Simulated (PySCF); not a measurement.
Löwdin shares of the frontier orbitals

Compound: Si(OMe)2Me2, C₄H₁₂O₂Si.
Z-matrix (Å and degrees, PBE0-D3(BJ)/def2-SVP geometry), rows numbered from 1:
```
Si
O   1  1.6578
C   2  1.3991  1  124.71
H   3  1.1040  2  111.81  1   -51.28
H   3  1.1011  2  108.89  1  -170.83
H   3  1.1064  2  112.01  1    70.21
O   1  1.6707  2  105.43  3    53.70
C   7  1.3943  1  126.01  2  -172.46
H   8  1.1067  7  112.32  1   -63.44
H   8  1.1015  7  109.11  1   177.52
H   8  1.1066  7  112.47  1    58.26
C   1  1.8710  2  111.28  3   -64.81
H  12  1.1017  1  111.72  2  -177.73
H  12  1.1014  1  111.29  2    61.86
H  12  1.1013  1  110.40  2   -58.06
C   1  1.8596  2  106.41  3   172.36
H  16  1.1008  1  110.85  2    61.53
H  16  1.1005  1  110.08  2   -58.06
H  16  1.1013  1  111.46  2  -178.19
```

Theory: TDDFT PBE0/def2-SVPD, vertical, gas phase, core orbitals frozen in the response in PySCF 2.14.0, density-fitted response routines.

Frontier orbitals with the atoms that hold most of them (Löwdin shares over 4%, at most four atoms; ? is withheld):

```tsv
orbital	ε (eV)	atoms
HOMO-3	-8.63	O2 29%, O7 23%, C3 10%, C8 8%
HOMO-2	-8.56	O7 32%, O2 24%, C8 9%, C3 6%
HOMO-1	-8.03	?
HOMO	-7.69	O7 29%, C12 14%, O2 14%, Si1 10%
LUMO	0.44	?
LUMO+1	1.16	C3 20%, H6 10%, H9 9%, C8 8%
LUMO+2	1.31	C8 14%, C16 11%, H11 9%, H10 9%
```

Task: Give the leading atoms of the LUMO.

Result: Si1 (bonded to 2 C and 2 O) 15%; C8 (bonded to O and 3 H) 11%; C12 (bonded to Si and 3 H) 11%; C16 (bonded to Si and 3 H) 8%. By element: carbon 31% or more, silicon 15%.

Task: Give the leading atoms of the HOMO-1.

Result: O2 (bonded to C and Si) 39%; O7 (bonded to C and Si) 22%; C3 (bonded to O and 3 H) 11%; H6 (bonded to C) 6%. By element: oxygen 61%, carbon 11% or more, hydrogen 6% or more.

Task: How does S1 compare with the orbital gap of 8.13 eV?

Result: S1 is at 7.03 eV (f = 0.010), 1.09 eV below the gap, made of HOMO→LUMO (96%). 

Task: One configuration dominates each of S1, S2, S3 and S8. Which, and how do the shares of the two leading atoms of either orbital change from the occupied to the empty one?

Result: 
- S1 (7.03 eV, f 0.010), HOMO→LUMO (96%): O7 29% → at most 9%, C12 14% → 11%, Si1 10% → 15%, C8 at most 10% → 11%
- S2 (7.40 eV, f 0.0010), HOMO-1→LUMO (87%): O2 39% → at most 9%, O7 22% → at most 9%, Si1 at most 6% → 15%, C8 at most 6% → 11%
- S3 (7.87 eV, f 0.0014), HOMO→LUMO+1 (82%): O7 29% → at most 8%, C12 14% → at most 8%, C3 at most 10% → 20%, H6 at most 10% → 10%
- S8 (8.16 eV, f 0.014), HOMO-1→LUMO+1 (71%): O2 39% → at most 8%, O7 22% → at most 8%, C3 11% → 20%, H6 6% → 10%

Löwdin shares depend on the basis, the more so with diffuse functions.

One conformer stands for the species.

Without π bonds the low states are Rydberg-like; a valence basis with one diffuse set may place them up to an eV too high.
